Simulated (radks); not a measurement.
The numbers below are computed, except where a source is named.
Problem. The mean radii <r> (bohr) of the occupied orbitals of an atom or ion are listed with their occupations. Level of theory: Dirac Kohn-Sham, PBE, spin-unpolarised, spherical densities, finite nucleus; Fermi nuclear charge, rms radius of each element as measured or else 0.836 A^(1/3) + 0.57 fm (a radial shooting solver on a logarithmic mesh with Libxc functionals).

orbital  occ.      <r>
1s1/2       2  0.02363
2s1/2       2   0.1005
2p1/2       2  0.08423
2p3/2       4  0.09064
3s1/2       2   0.2660
3p1/2       2   0.2557
3p3/2       4   0.2681
3d3/2       4   0.2395
3d5/2       6   0.2434
4s1/2       2   0.6049
4p1/2       2   0.6205
4p3/2       4   0.6479
4d3/2       4   0.6925
4d5/2       6   0.7021
5s1/2       2    1.407
5p1/2       2    1.551
5p3/2       4    1.623
4f5/2       2   0.9057
6s1/2       2    3.320

Name the element and its charge. Open shells, if any, fill j = l - 1/2 first.

Solution. Z = 60, neodymium, charge +2: Nd2+ in [Xe] 4f2 6s2. The 1s radius gives Z: for a bare nucleus <r> = (2 gamma + 1)/(2Z) with gamma = sqrt(1 - (Z/c)^2), 0.02332 bohr for Z = 60, and screening makes it slightly larger (0.02363 here). The occupations add up to 58, and the charge is Z minus that.
